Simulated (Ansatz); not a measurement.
# SiH4 ··· GeH4

The pair of SiH4 (SMILES [SiH4], atoms 1–5) and GeH4 (SMILES [GeH4], atoms 6–10), both closed shells, in one local arrangement (a lower one may exist), relaxed at PBE0-D4/def2-TZVP:

| atom | x (Å) | y (Å) | z (Å) |
| --- | --- | --- | --- |
| Si1 | -0.2482 | 0.0512 | -2.0294 |
| H2 | -1.2178 | 0.4985 | -0.9967 |
| H3 | -0.6966 | 0.5261 | -3.3631 |
| H4 | -0.1751 | -1.4315 | -2.0287 |
| H5 | 1.0907 | 0.6158 | -1.7255 |
| Ge6 | 0.2486 | -0.0504 | 2.0299 |
| H7 | 0.9290 | -0.3896 | 3.3631 |
| H8 | 0.6672 | 1.3556 | 1.5816 |
| H9 | -1.2748 | -0.1035 | 2.2023 |
| H10 | 0.6771 | -1.0720 | 0.9665 |

Computed with Ansatz 0.2.0 (basis: def2-TZVPPD, with def2-QZVPPD for the basis limit); correlated methods freeze the cores. Filled d shells of the heavier atoms are correlated. The def2 sets are not built for correlating such inner shells, so the correlated values are less sure here. B3LYP uses VWN-RPA correlation. Extrapolation: Hartree–Fock as exp(−7.88 √X), correlation as X^−2.97. Interaction energies count from these two fragments, frozen as in the pair, with the counterpoise correction; negative means bound.

**Question.** What is the interaction energy by CCSD(T) at an estimated basis limit (MP2 extrapolated from triple and quadruple zeta, plus CCSD(T) − MP2 in triple zeta)? (To be estimated.)

**Answer.** By the calculation: -4.3 kJ/mol. Hartree–Fock alone gives 3.5 kJ/mol at the basis limit, so without correlation the pair would not bind at this distance. It counts from the two fragments frozen as in the pair.

The same quantity by other methods in triple zeta, and each one's difference from that estimate:
```
   method  E_int (kJ/mol)  difference
   PBE-D4            -5.4        -1.1
revPBE-D4            -4.6        -0.2
  BLYP-D4            -3.9         0.4
r2SCAN-D4            -3.6         0.8
   B97M-V            -4.0         0.3
  PBE0-D4            -5.0        -0.6
 B3LYP-D4            -4.4        -0.1
 HSE06-D4            -5.0        -0.6
  wB97X-V            -4.3         0.1
  wB97M-V            -4.3         0.0
   B2PLYP             0.4         4.7
       HF             3.5         7.9
      MP2            -3.1         1.2
     CCSD            -2.3         2.0
  CCSD(T)            -3.2         1.1
```
Differences are method less estimate.

Basis-set superposition shift (counterpoise-corrected less uncorrected): CCSD(T) 2.0; MP2 2.1; HF 0.4; PBE0-D4 0.3; wB97M-V 0.4 kJ/mol.

T1 diagnostic: at most 0.012.

For scale, one of the runs: CCSD(T)/def2-TZVPPD, 238 basis functions, launched by `ansatz run in.yaml --threads 4 --pin off --events-out ev --progress --plain --max-ram 9574MiB`. The run took 59 s on 4 CPU threads of an Arm Neoverse V2 (shared host), with 4.1 GiB of host memory at its peak.
